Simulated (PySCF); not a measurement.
What the low excited states add to the polarisability

C₇H₈FNSi.
Structure used (PBE0-D3(BJ)/def2-SVP), in Å, numbered top down from 1:
```xyz
18
C7H8FNSi angstrom
C     -4.2966    0.9095   -0.3761
C     -2.8997    0.6007   -0.1248
C     -1.7286    0.3517    0.0818
C     -0.3660    0.0495    0.3311
C      0.1882   -0.9084    1.2536
C      1.5509   -0.8518    1.1538
N      1.8976    0.1060    0.2037
Si     3.5360    0.5594   -0.3256
C      0.7310    0.6248   -0.2710
F      0.7887    1.5624   -1.1977
H     -4.3975    1.8670   -0.9110
H     -4.8631    0.9925    0.5651
H     -4.7791    0.1317   -0.9897
H     -0.3879   -1.5548    1.9112
H      2.3215   -1.4088    1.6812
H      4.4426   -0.2578    0.5234
H      3.7143    0.2334   -1.7666
H      3.7525    2.0138   -0.1000
```

Method used: TDDFT CAM-B3LYP/def2-SVPD, vertical, gas phase, core orbitals frozen in the response (PySCF 2.14.0, density-fitted response routines).

Excitation energies and transition dipoles (atomic units, axes of the coordinates) of those of the lowest 10 singlets that add 0.02 au or more to the mean polarisability:

| state | ΔE (hartree) | μx | μy | μz |
| --- | --- | --- | --- | --- |
| S1 | 0.2040 | 0.068 | 0.071 | 0.072 |
| S2 | 0.2056 | -1.383 | -0.152 | 0.168 |
| S4 | 0.2219 | 0.162 | -0.271 | 0.267 |
| S7 | 0.2317 | -0.215 | 0.079 | -0.057 |
| S8 | 0.2343 | -1.000 | 0.413 | -0.398 |
| S9 | 0.2391 | -0.003 | -0.197 | -0.239 |

Q: What does each state add to αxx, αyy and αzz, and how do the sums compare with the full static tensor?

A: Each state adds 2 μα² / ΔE.

```json
{"state": "S1", "αxx (au)": "0.05", "αyy (au)": "0.05", "αzz (au)": "0.05"}
{"state": "S2", "αxx (au)": "18.62", "αyy (au)": "0.22", "αzz (au)": "0.27"}
{"state": "S4", "αxx (au)": "0.24", "αyy (au)": "0.66", "αzz (au)": "0.64"}
{"state": "S7", "αxx (au)": "0.40", "αyy (au)": "0.05", "αzz (au)": "0.03"}
{"state": "S8", "αxx (au)": "8.53", "αyy (au)": "1.46", "αzz (au)": "1.35"}
{"state": "S9", "αxx (au)": "0.00", "αyy (au)": "0.32", "αzz (au)": "0.48"}
{"state": "all 10 states", "αxx (au)": "27.8", "αyy (au)": "2.8", "αzz (au)": "2.8"}
{"state": "full response", "αxx (au)": "181.6", "αyy (au)": "91.4", "αzz (au)": "90.7"}
{"state": "share (%)", "αxx (au)": "15", "αyy (au)": "3", "αzz (au)": "3"}
```

The rest comes from the higher roots of the same response equations.

Q: Give the full tensor and its principal values.

A: In au, rows and columns x, y, z:
```
x   181.6  -7.1   3.3
y    -7.1  91.4 -14.0
z     3.3 -14.0  90.7
```
Principal values 77.0, 104.4 and 182.4 au; mean 121.2 au (17.97 Å³).

Q: By how much does the contribution of these states grow at 589.3 nm?

A: With ω = 0.0773 hartree each state's term in the mean polarisability goes from f / ΔE² to f / (ΔE² − ω²), f = (2/3) ΔE |μ|²; the sum over all 10 states goes from 11.17 to 12.81 au, a rise of 1.65 au.

A one-level model with all 52 active electrons at a single energy would need ΔE = √(N/α) = 17.8 eV to give this α, against S1 at 5.55 eV.

On Arm Neoverse N1, one thread, shared host with 64 logical CPUs at a one-minute load of 56, this took 8.9 min (with the writing of density and orbital grids) and 1.3 GiB of memory at its peak.
